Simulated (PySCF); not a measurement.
**Calculated properties of `c1occ([n+]1C)CF`**

C5H7FNO (charge +1).
Geometry (PBE0-D3(BJ)/def2-SVP, Å), atoms numbered from 1 in this order:
```xyz
15
C5H7FNO angstrom
C     -1.7603   -0.0918    1.4025
N     -0.6969   -0.7412    0.6415
C     -0.5624   -2.0314    0.4346
O      0.5057   -2.2739   -0.2693
C      1.1151   -1.0893   -0.5297
C      0.3791   -0.0959    0.0261
C      0.5654    1.3829    0.0567
F      0.5629    1.8128    1.3503
H     -2.3372    0.5610    0.7340
H     -2.4187   -0.8601    1.8234
H     -1.3065    0.5060    2.2018
H     -1.2090   -2.8403    0.7750
H      2.0375   -1.1146   -1.1047
H      1.5207    1.6366   -0.4271
H     -0.2476    1.8882   -0.4923
```

Structural features include: aromatic ring with oxygen and C–F bond.

**PBE0-D3(BJ)/def2-SVP geometry optimisation, gas phase (PySCF)**

* Point group: C1
* Rotational constants A, B, C: 3.554, 1.832, 1.288 GHz

**wB97X-D/def2-SVPD ground state and vertical TDDFT (core frozen in the response) (PySCF)**

- HOMO energy: -15.00 eV
- LUMO energy: -4.44 eV
- HOMO–LUMO gap: 10.56 eV
- Lowest singlet excitation: 6.23 eV (199 nm, f = 0.129)
- Strongest line among the 6 lowest singlet transitions: S6 at 8.64 eV (144 nm, f = 0.213)
- Static isotropic polarisability: 61.8 au
- Electronic spatial extent ⟨r²⟩ about the centre of nuclear charge: 876 bohr²

Monoisotopic mass of the ion (most abundant isotopes, electron mass counted): 116.0506 u.

With B = h/(8π²I), that is 505.379 GHz u Å² over I, the principal moments of inertia are 142.2, 275.9 and 392.2 u Å² (most abundant isotopes); the inertial defect Ic − Ia − Ib is -25.9 u Å² (zero for a rigid planar frame, negative otherwise). The rotational constants make it an asymmetric top with κ = (2B − A − C)/(A − C) = -0.52, nearer the prolate limit (−1). The 6 singlets span 6.23 to 8.64 eV, and their oscillator strengths add up to 0.66. The largest Löwdin shares of the HOMO are 0.30 on C5, 0.25 on C6, 0.16 on C3 and 0.07 on N2. The principal polarisabilities are 43.8, 69.9 and 71.8 au; their mean is the isotropic value. The polarisability is 9.16 Å³ as a volume (1 au = 0.148185 Å³), or 1.03 au for each of the 60 electrons. No computed singlet falls in the visible range (750 to 380 nm, 1.65 to 3.26 eV); S1 lies 2.97 eV above its blue end.

One conformer stands for the species.
